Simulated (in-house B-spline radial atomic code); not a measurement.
Inner levels of tantalum as electrons are removed. A shift is the extra binding of the orbital against the neutral atom ([Xe] 4f14 5d3 6s2). Computed with a radial B-spline atomic code at the basis-set limit: non-relativistic Hartree-Fock, average of the configuration, point nuclei.

This level leaves out relativity, spin-orbit splitting included, which matters for heavy ions.

```
  ion  configuration  shift of 1s (eV)  radius of 1s (bohr)  Σ<r²> (bohr²)  change of density at nucleus (bohr⁻³)
Ta55+   [Ne] 3s2 3p6            3920.5             0.020751        0.41926                                 110.82
Ta56+   [Ne] 3s2 3p5           4097.77             0.020749        0.37219                                 257.76
Ta57+   [Ne] 3s2 3p4           4276.79             0.020747          0.326                                 406.67
Ta58+   [Ne] 3s2 3p3           4457.56             0.020744        0.28067                                 557.59
Ta59+   [Ne] 3s2 3p2           4640.08             0.020742        0.23617                                  710.5
Ta60+   [Ne] 3s2 3p1           4824.35             0.020739         0.1925                                 865.41
Ta61+       [Ne] 3s2           5010.36             0.020737        0.14963                                1022.32
Ta62+       [Ne] 3s1           5182.84             0.020736        0.10286                               -2592.49
Ta63+   [He] 2s2 2p6            5356.7             0.020735       0.056819                               -6276.88
Ta64+   [He] 2s2 2p5           5785.81             0.020723        0.04988                               -5863.31
Ta65+   [He] 2s2 2p4           6219.03             0.020711       0.043108                               -5444.53
Ta66+   [He] 2s2 2p3           6656.35             0.020699       0.036496                                -5020.5
Ta67+   [He] 2s2 2p2           7097.77             0.020687        0.03004                               -4591.22
Ta68+   [He] 2s2 2p1           7543.27             0.020674       0.023737                               -4156.69
Ta69+       [He] 2s2           7992.85             0.020662        0.01758                                -3716.9
Ta70+       [He] 2s1           8378.73              0.02066       0.009295                               -18175.6
Ta71+            1s2            8767.2             0.020654      0.0011383                               -32886.5
Ta72+            1s1           10004.2             0.020548     0.00056296                                -154457
```
